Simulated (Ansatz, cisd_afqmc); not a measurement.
Species: AlH2Cl, charge 0, singlet. AlH2Cl (SMILES [AlH2][Cl]).
B3LYP-D3(BJ)/def2-TZVP minimum from Ansatz (a program for electronic structure):
```
Al
H 1 1.5692
H 1 1.5692 2 124.90
Cl 1 2.1060 2 117.55 3 180.00
```
Charge 0, spin multiplicity 1.

Atomisation energy term by term, kcal/mol (programs: Ansatz, cisd_afqmc). Radicals and triplets start from unrestricted determinants; spin-orbit coupling is neglected. Correlated methods leave the cores frozen. Rows without X2C or -DK are non-relativistic. AFQMC is phaseless with a CISD trial state; ± is one standard error, without the phaseless bias. Outlying blocks are dropped, and bars are widened where a walk drifts. Over all cases where full CI ran beside it in this data, AFQMC minus full CI had a median of +0.1 mEh and passed +0.4 mEh in a tenth of the cases. CBS(X,Y): correlation extrapolated as X^-3, Hartree-Fock from the larger set (Q,5: extrapolated as (X+1)exp(-9√X)). A bracket is a step between two methods taken in the basis named. 'core' is core correlation in cc-pwCVTZ (1s frozen past Ne), 'X2C' scalar relativity in cc-pVTZ-DK, both at CCSD(T). Where a partner has so few electrons that a lower coupled-cluster level is exact, that level stands in.

```csv
term,basis,kcal/mol
Hartree-Fock,"CBS(cc-pV(Q+d)Z,cc-pV(5+d)Z)",196.24
CCSD correlation,"CBS(cc-pV(Q+d)Z,cc-pV(5+d)Z)",50.30
(T),"CBS(cc-pV(Q+d)Z,cc-pV(5+d)Z)",2.74
CCSDT(Q) - CCSD(T),cc-pV(T+d)Z,-0.06
CCSDTQ - CCSDT(Q),cc-pV(D+d)Z,-0.01
core correlation,cc-pwCVTZ,-0.77
scalar relativity,"X2C, cc-pVTZ-DK",-0.68
sum: De,,247.8
```

The step beyond CCSD(T) by other levels: CCSDTQ in cc-pV(D+d)Z 0.10; AFQMC/CISD in cc-pV(D+d)Z 0.33 ± 0.10; CCSDT(Q) in cc-pV(D+d)Z 0.11; AFQMC/CISD in cc-pV(T+d)Z -0.30 ± 0.22 kcal/mol.
